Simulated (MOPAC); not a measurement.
Input for MOPAC: PM6 on CH4Be (SMILES [BeH][CH3]), a point of a bond scan (R = 2.663 Å).

```
PM6 1SCF PRECISE CHARGE=0 THREADS=1
CH4Be

Be    -0.93852540 1    -0.49476050 1    -0.13416384 1
H     -3.27597244 1    -1.72698766 1    -0.46830596 1
C      0.53116533 1     0.28001333 1     0.07593101 1
H      1.01548029 1    -0.00621365 1     1.01576467 1
H      0.42177910 1     1.36971531 1     0.09486335 1
H      1.23709912 1     0.04633441 1    -0.72832381 1
```

Program output:

```
*******************************************************************************
 **                                                                           **
 **                              MOPAC v23.2.5                                **
 **                                                                           **
 *******************************************************************************
 ** MOPAC's Digital Object Identifier: https://doi.org/10.5281/zenodo.6511958 **
 **                                                                           **
 ** Please cite the open-source release paper for use of this MOPAC version:  **
 ** J. E. Moussa and J. J. P. Stewart (2026)                                  **
 ** MOPAC: An open-source semiempirical molecular orbital program             **
 ** J. Open Source Softw., 11(119), 8025, https://doi.org/10.21105/joss.08025 **
 *******************************************************************************

                              PM6 CALCULATION RESULTS

 *******************************************************************************
 *  PM6        - The PM6 Hamiltonian to be used
 *
 *
 *
 *                 CHARGE ON SYSTEM = 0
 *
 *
 *
 *  PRECISE    - TIGHTER CRITERIA TO BE USED
 *  1SCF       - DO 1 SCF AND THEN STOP
 *  THREADS=1  - MULTI-THREADING NOT USED
 *  T=         - A TIME OF 172800.0 SECONDS REQUESTED
 *  DUMP=N     - RESTART FILE WRITTEN EVERY 7200.0 SECONDS REQUESTED
 *******************************************************************************
PM6 1SCF PRECISE CHARGE=0 THREADS=1
 CH4Be

   ATOM   CHEMICAL          X               Y               Z
  NUMBER   SYMBOL      (ANGSTROMS)     (ANGSTROMS)     (ANGSTROMS)

     1      Be         -0.93852540  *  -0.49476050  *  -0.13416384  *
     2       H         -3.27597244  *  -1.72698766  *  -0.46830596  *
     3       C          0.53116533  *   0.28001333  *   0.07593101  *
     4       H          1.01548029  *  -0.00621365  *   1.01576467  *
     5       H          0.42177910  *   1.36971531  *   0.09486335  *
     6       H          1.23709912  *   0.04633441  *  -0.72832381  *



          CARTESIAN COORDINATES

    NO.       ATOM           X           Y           Z

     1        Be         -0.9385     -0.4948     -0.1342
     2         H         -3.2760     -1.7270     -0.4683
     3         C          0.5312      0.2800      0.0759
     4         H          1.0155     -0.0062      1.0158
     5         H          0.4218      1.3697      0.0949
     6         H          1.2371      0.0463     -0.7283

 General Reference for PM6:
 "Optimization of Parameters for Semiempirical Methods V: Modification of NDDO Approximations
 and Application to 70 Elements", J. J. P. Stewart, J. Mol. Mod., 13, 1173-1213 (2007)
 URL: https://link.springer.com/article/10.1007/s00894-007-0233-4

           Empirical Formula: C H4 Be  =     6 atoms



      MOLECULAR POINT GROUP   :   C3v


      RHF CALCULATION, NO. OF DOUBLY OCCUPIED LEVELS = 5


 -------------------------------------------------------------------------------
 PM6 1SCF PRECISE CHARGE=0 THREADS=1
 CH4Be



     1SCF WAS SPECIFIED, SO BFGS WAS NOT USED
     SCF FIELD WAS ACHIEVED


                              PM6 CALCULATION
                                                       MOPAC v23.2.5 Linux




          FINAL HEAT OF FORMATION =        135.16406 KCAL/MOL =     565.52643 KJ/MOL


          COSMO AREA              =         91.65 SQUARE ANGSTROMS
          COSMO VOLUME            =         71.59 CUBIC ANGSTROMS

          IONIZATION POTENTIAL    =          6.963644 EV
          HOMO LUMO ENERGIES (EV) =         -6.964  0.361
          NO. OF FILLED LEVELS    =          5
          MOLECULAR WEIGHT        =         25.0548         POINT GROUP:  C3v

          MOLECULAR DIMENSIONS (Angstroms)

            Atom       Atom       Distance
            H     5    H     2     4.85593
            H     4    H     6     1.75890
            H     5    H     4     1.48957


          SCF CALCULATIONS        =          1





   ATOM   CHEMICAL          X               Y               Z
  NUMBER   SYMBOL      (ANGSTROMS)     (ANGSTROMS)     (ANGSTROMS)

     1      Be         -0.93852540  *  -0.49476050  *  -0.13416384  *
     2       H         -3.27597244  *  -1.72698766  *  -0.46830596  *
     3       C          0.53116533  *   0.28001333  *   0.07593101  *
     4       H          1.01548029  *  -0.00621365  *   1.01576467  *
     5       H          0.42177910  *   1.36971531  *   0.09486335  *
     6       H          1.23709912  *   0.04633441  *  -0.72832381  *

                             CARTESIAN COORDINATES

   1   Be       -0.938525400    -0.494760500    -0.134163840
   2    H       -3.275972440    -1.726987660    -0.468305960
   3    C        0.531165330     0.280013330     0.075931010
   4    H        1.015480290    -0.006213650     1.015764670
   5    H        0.421779100     1.369715310     0.094863350
   6    H        1.237099120     0.046334410    -0.728323810


           Empirical Formula: C H4 Be  =     6 atoms



      MOLECULAR POINT GROUP   :   C3v


                  EIGENVALUES
 -23.98667 -13.28835 -13.28835 -11.43125  -6.96364   0.36118   4.31813   4.31813
   5.21313   6.28468   6.28468   7.55540


              NET ATOMIC CHARGES AND DIPOLE CONTRIBUTIONS

  ATOM NO.   TYPE          CHARGE      No. of ELECS.   s-Pop       p-Pop
    1         Be           0.416479        1.5835     0.90951     0.67401
    2          H          -0.109241        1.1092     1.10924
    3          C          -0.829028        4.8290     1.09487     3.73416
    4          H           0.173930        0.8261     0.82607
    5          H           0.173930        0.8261     0.82607
    6          H           0.173930        0.8261     0.82607
 DIPOLE           X         Y         Z       TOTAL
 POINT-CHG.    -0.039    -0.021    -0.006     0.045
 HYBRID         0.887     0.468     0.127     1.011
 SUM            0.848     0.447     0.121     0.966


          ATOMIC ORBITAL ELECTRON POPULATIONS

     Atom    s        px        py        pz
    1 Be   0.90951   0.48393   0.15388   0.03620
    2  H   1.10924
    3  C   1.09487   1.31515   1.22549   1.19352
    4  H   0.82607
    5  H   0.82607
    6  H   0.82607

 **********************
 *                    *
 * JOB ENDED NORMALLY *
 *                    *
 **********************




 == MOPAC DONE ==
```

The run finished.

Cost: very roughly 0.020 core-seconds.
